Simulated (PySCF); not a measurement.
Species: CH11Ge3N.
Numbering: `[CH3:1][NH:2][GeH:3]([GeH3:4])[GeH3:5]` (hydrogens: H6, H7, H8 on C1; H9 on N2; H10 on Ge3; H11, H12, H13 on Ge4; H14, H15, H16 on Ge5)

Cartesian coordinates in Å at the PBE0-D3(BJ)/def2-SVP level; atoms count from 1:
```xyz
16
CH11Ge3N angstrom
C     -1.7646   -1.6522   -0.7674
N     -0.4523   -1.4339   -0.2038
Ge     0.4341    0.1521   -0.5219
Ge     2.6021   -0.0262    0.5478
Ge    -0.7650    2.1188    0.2980
H     -2.5772   -1.0406   -0.3229
H     -1.7490   -1.4305   -1.8470
H     -2.0570   -2.7113   -0.6679
H     -0.3914   -1.7400    0.7630
H      0.5718    0.2600   -2.0573
H      3.4153    1.2612    0.3136
H      2.4095   -0.2041    2.0674
H      3.4010   -1.2285    0.0115
H     -0.9322    2.0320    1.8292
H      0.0051    3.4154   -0.0265
H     -2.1717    2.2277   -0.3262
```

Theory: core-valence-separated Tamm–Dancoff BHandHLYP/aug-pcX-1 (pcseg-1 on H, def2-SVPD on Ge) in PySCF, non-relativistic, gas phase, PBE0-D3(BJ)/def2-SVP geometry. Absolute energies from this functional tend to lie a few eV below measured edges; no shift was applied.

(1) List the carbon K-edge absorption lines.

(2) What does the N 1s absorption edge look like?

## Answers

(1) 
| E (eV) | f | core hole on | main final orbital |
| --- | --- | --- | --- |
| 285.94 | 0.0140 | C1 | LUMO (43 %) |
| 286.62 | 0.0016 | C1 | LUMO+2 (62 %) |
| 286.83 | 0.0634 | C1 | LUMO+6/LUMO+7 (2 roots, f summed) |
| 287.52 | 0.0032 | C1 | LUMO+1 (39 %) |
| 287.66 | 0.0005 | C1 | LUMO+3 (76 %) |
| 287.87 | 0.0009 | C1 | LUMO+5 (55 %) |

The first line with a tenth or more of the strongest one's intensity is at 285.94 eV (f = 0.014), with the hole on C1 (N-methyl carbon). The strongest listed is at 286.83 eV (f = 0.063, sum of 2; C1).

(2) 
| E (eV) | f | core hole on | main final orbital |
| --- | --- | --- | --- |
| 398.74 | 0.0169 | N2 | LUMO (31 %) |
| 399.64 | 0.0331 | N2 | spread |
| 400.53 | 0.0057 | N2 | LUMO (42 %) |
| 400.68 | 0.0016 | N2 | LUMO+2 (62 %) |
| 400.92 | 0.0010 | N2 | LUMO+4 (34 %) |
| 401.05 | 0.0091 | N2 | LUMO+5 (47 %) |
| 401.39 | 0.0019 | N2 | LUMO+7 (48 %) |

The first line with a tenth or more of the strongest one's intensity is at 398.74 eV (f = 0.017), with the hole on N2 (nitrogen bonded to C, Ge and H). The strongest listed is at 399.64 eV (f = 0.033; N2).

Roots within 0.03 eV whose holes lie on the same, on equivalent or on shared atoms are summed into one line, and the highest roots are left out, as the search may have cut off their partners. Final orbitals are the ground state's empty Kohn–Sham orbitals.

Question: What are the wavelength and the wavenumber of the 286.83 eV line?

Answer: λ = 12398.42 eV Å/286.83 eV = 43.226 Å; 2.3134 × 10⁶ cm⁻¹.

The ionisation thresholds weren't computed; near and above them a finite basis only mimics Rydberg series and continuum. Relativistic effects, spin–orbit coupling among them, are left out although an element past zinc is present.

One conformer stands for the species.
